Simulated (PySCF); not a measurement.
## Tm(CH3)2 at several levels of theory

Computed with PySCF 2.14.0 (density fitting, no spin-orbit coupling) at the geometry relaxed with PBE0:

```xyz
9
Tm(CH3)2 (singlet in the valence; each metal's 4f electrons, 13 of them, lie in its core potential, out of spins and levels)
Tm    0.0000    0.0000   -0.5086
C     2.1029    0.0000    0.8411
H     3.0603    0.0000    0.2853
H     2.1317    0.8831    1.5095
H     2.1317   -0.8831    1.5095
C    -2.1029    0.0000    0.8411
H    -3.0603    0.0000    0.2853
H    -2.1317   -0.8831    1.5095
H    -2.1317    0.8831    1.5095
```

```json
{"level": "PBE0", "basis": "Tm lcecp-0-SVP with ECP59, C def2-SVP, H def2-SVP", "state": "singlet", "HOMO (eV)": "–", "gap (eV)": "–", "charge on Tm1 (e)": "0.71", "population of f-type functions on Tm1 (polarisation alone where 4f lies in the core)": "0.01", "dipole about the centre of mass (D)": "5.70", "largest force component (eV/Å)": "0.01"}
{"level": "BLYP", "basis": "the same", "state": "singlet", "HOMO (eV)": "–", "gap (eV)": "–", "charge on Tm1 (e)": "0.54", "population of f-type functions on Tm1 (polarisation alone where 4f lies in the core)": "0.01", "dipole about the centre of mass (D)": "4.85", "largest force component (eV/Å)": "0.37"}
{"level": "PBE0", "basis": "Tm lcecp-0-TZVP with ECP59, C def2-TZVP, H def2-TZVP", "state": "singlet", "HOMO (eV)": "–", "gap (eV)": "–", "charge on Tm1 (e)": "1.21", "population of f-type functions on Tm1 (polarisation alone where 4f lies in the core)": "0.01", "dipole about the centre of mass (D)": "5.98", "largest force component (eV/Å)": "0.24"}
```

In the lcecp rows the 4f levels are missing from HOMO and gap, and the state counts the valence alone.

Charges are Mulliken's, which hang on the basis. The relaxation used the grid (50, 194), these runs (75, 302) or, all-electron (x2c bases, spin-free X2C Hamiltonian), (99, 590).

**Question.** What does TPSS with Tm lcecp-0-SVP with ECP59, C def2-SVP, H def2-SVP give here?

**Answer.** state singlet, charge on Tm1 (e) 0.66, population of f-type functions on Tm1 (polarisation alone where 4f lies in the core) 0.01, dipole about the centre of mass (D) 5.44, largest force component (eV/Å) 0.20. Time: 6.5 s on 2 threads of Arm Neoverse V2, with other jobs on the host, from an already converged density.

An lcecp potential fixes the number of 4f electrons, so in runs with it no electron can move into or out of that shell.
